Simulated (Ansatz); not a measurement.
## Ansatz (development build ahead of 0.2.0) run

```yaml
crystal:
  periodic: [false, false, false]
  atoms:
    - { symbol: Mg, position_ang: [0.0, 0.0, 0.0] }
basis:
  gaussian: { orbitals: STO-3G }
hamiltonian:
  xc: hf
correlation:
  method: fci
  frozen_orbitals: { Mg: 1 }
```

The input is written out in the form of the current development build from the run's settings.

The run gave:

| Quantity | Value |
| --- | --- |
| Converged | yes |
| Reference energy | -197.00735 hartree |
| Correlation energy | -0.05372 hartree |
| Total energy | -197.06108 hartree |
| State | lowest singlet root, of any spatial symmetry |
| Spin squared of the determinant | 0.000 |
